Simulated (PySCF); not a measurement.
C3H9Al, charge -1, doublet, at a GFN2-xTB geometry (such geometries of metal compounds can be far from the true shape) (a state made from the parent by changing its charge; the spin is typed, not shown lowest); MP2/pcseg-0 (PySCF).

The PySCF input:
```python
from pyscf import gto, scf, mp

mol = gto.Mole()
mol.atom = '''
    Al   -0.31345568    0.26070650    0.46689355
    C    -1.20837662   -1.44885398   -0.32477592
    H    -0.65953292   -1.91921404   -1.15429636
    H    -2.21794573   -1.24969512   -0.71502619
    H    -1.33776513   -2.24023004    0.42899583
    C    -0.03834955    1.50164128   -1.18677467
    H     0.51711093    1.04796697   -2.02116991
    H     0.51066905    2.42102643   -0.93280851
    H    -0.99227817    1.84111055   -1.61801717
    C     1.61529581   -0.35933302    0.96256457
    H     2.24295330    0.47155375    1.31874227
    H     2.18010805   -0.82353158    0.14032435
    H     1.62018668   -1.09889706    1.77755562
'''
mol.basis = 'pcseg-0'
mol.charge = -1
mol.spin = 1
mol.verbose = 4
mol.build()

mf = scf.UHF(mol)
mf.kernel()

pt = mp.MP2(mf, frozen=8)
pt.kernel()
print('E(MP2) = %.10f' % pt.e_tot)
mf.analyze()
```

Output, abridged:

```
PySCF version 2.14.0

[INPUT] verbose = 4
[INPUT] num. atoms = 13
[INPUT] num. electrons = 41
[INPUT] charge = -1
[INPUT] spin (= nelec alpha-beta = 2S) = 1
[INPUT] symmetry False subgroup None
[INPUT] Mole.unit = angstrom
[INPUT] Symbol           X                Y                Z      unit          X                Y                Z       unit  Magmom
[...]
nuclear repulsion = 147.030268378807
number of shells = 17
number of NR pGTOs = 99
number of NR cGTOs = 58
basis = pcseg-0
ecp = {}

******** <class 'pyscf.scf.uhf.UHF'> ********
method = UHF
initial guess = minao
damping factor = 0
level_shift factor = 0
DIIS = <class 'pyscf.scf.diis.CDIIS'>
diis_start_cycle = 1
diis_space = 8
diis_damp = 0
SCF conv_tol = 1e-09
SCF conv_tol_grad = None
SCF max_cycles = 50
direct_scf = True
direct_scf_tol = 1e-13
number electrons alpha = 21  beta = 20
Set gradient conv threshold to 3.16228e-05
init E= -359.857168085412

cycle= 1 E= -360.069185901548  delta_E= -0.212  |g|= 0.224  |ddm|= 2.41
cycle= 2 E= -360.11706450942  delta_E= -0.0479  |g|= 0.0682  |ddm|= 0.56
cycle= 3 E= -360.122009590448  delta_E= -0.00495  |g|= 0.0286  |ddm|= 0.201
cycle= 4 E= -360.122944889089  delta_E= -0.000935  |g|= 0.00675  |ddm|= 0.096
cycle= 5 E= -360.123058323773  delta_E= -0.000113  |g|= 0.00334  |ddm|= 0.0417
cycle= 6 E= -360.123089637009  delta_E= -3.13e-05  |g|= 0.00147  |ddm|= 0.0216
cycle= 7 E= -360.123095766594  delta_E= -6.13e-06  |g|= 0.000443  |ddm|= 0.0087
cycle= 8 E= -360.123096242933  delta_E= -4.76e-07  |g|= 0.000149  |ddm|= 0.00234
cycle= 9 E= -360.123096297835  delta_E= -5.49e-08  |g|= 5.96e-05  |ddm|= 0.000771
cycle= 10 E= -360.123096307654  delta_E= -9.82e-09  |g|= 1.25e-05  |ddm|= 0.000334
cycle= 11 E= -360.12309630802  delta_E= -3.66e-10  |g|= 2.87e-06  |ddm|= 6.47e-05
Extra cycle  E= -360.123096308034  delta_E= -1.42e-11  |g|= 1.43e-06  |ddm|= 1.5e-05
converged SCF energy = -360.123096308034  <S^2> = 0.7508021  2S+1 = 2.0008019

******** <class 'pyscf.mp.ump2.UMP2'> ********
nocc = (np.int64(13), np.int64(12)), nmo = (50, 50)
frozen orbitals 8
E(UMP2) = -360.436237324827  E_corr = -0.313141016792296
E(SCS-UMP2) = -360.445358902324  E_corr = -0.322262594290007
E_corr(same-spin) = -0.0617384144547089
E_corr(oppo-spin) = -0.251402602337587
E(MP2) = -360.4362373248
**** SCF Summaries ****
Total Energy =                        -360.123096308034462
Nuclear Repulsion Energy =             147.030268378807307
One-electron Energy =                 -795.212311070280634
[...]
spin_pop of  5 C 3px       0.00017
spin_pop of  5 C 3py       0.00008
spin_pop of  5 C 3pz      -0.00021
spin_pop of  6 H 1s        0.01541
spin_pop of  6 H 2s        0.00167
spin_pop of  7 H 1s       -0.00159
spin_pop of  7 H 2s        0.00008
spin_pop of  8 H 1s       -0.00159
spin_pop of  8 H 2s        0.00008
spin_pop of  9 C 1s        0.00000
spin_pop of  9 C 2s        0.00468
spin_pop of  9 C 3s       -0.00023
spin_pop of  9 C 2px       0.00555
spin_pop of  9 C 2py       0.00162
spin_pop of  9 C 2pz      -0.00057
spin_pop of  9 C 3px      -0.00051
spin_pop of  9 C 3py       0.00004
spin_pop of  9 C 3pz       0.00051
spin_pop of  10 H 1s       -0.00159
spin_pop of  10 H 2s        0.00008
spin_pop of  11 H 1s        0.01541
spin_pop of  11 H 2s        0.00167
spin_pop of  12 H 1s       -0.00159
spin_pop of  12 H 2s        0.00008
 ** Mulliken Spin Density (per atom)  **
spin density of  0 Al =      0.92455
spin density of  1 C =      0.01109
spin density of  2 H =      0.01708
spin density of  3 H =     -0.00151
spin density of  4 H =     -0.00151
spin density of  5 C =      0.01109
spin density of  6 H =      0.01708
spin density of  7 H =     -0.00151
spin density of  8 H =     -0.00151
spin density of  9 C =      0.01109
spin density of  10 H =     -0.00151
spin density of  11 H =      0.01708
spin density of  12 H =     -0.00151
 ** Mulliken pop alpha/beta on meta-lowdin orthogonal AOs **
 ** Mulliken pop       alpha | beta **
In total            21.00000 | 20.00000
 ** Mulliken atomic charges   ( Nelec_alpha | Nelec_beta ) **
charge of  0Al =      0.29685  (     6.81385      5.88930 )
charge of  1C =     -0.60469  (     3.30789      3.29680 )
charge of  2H =      0.06002  (     0.47853      0.46145 )
charge of  3H =      0.05619  (     0.47115      0.47266 )
charge of  4H =      0.05619  (     0.47115      0.47266 )
charge of  5C =     -0.60469  (     3.30789      3.29680 )
charge of  6H =      0.06002  (     0.47853      0.46145 )
charge of  7H =      0.05619  (     0.47115      0.47266 )
charge of  8H =      0.05619  (     0.47115      0.47266 )
charge of  9C =     -0.60469  (     3.30789      3.29680 )
charge of  10H =      0.05619  (     0.47115      0.47266 )
charge of  11H =      0.06002  (     0.47853      0.46145 )
charge of  12H =      0.05619  (     0.47115      0.47266 )

WARN: System has nonzero charge -1; the dipole moment is origin-dependent.
Location of origin: [0. 0. 0.]

Dipole moment(X, Y, Z, Debye):  0.29644, -0.24655, -0.44155
```
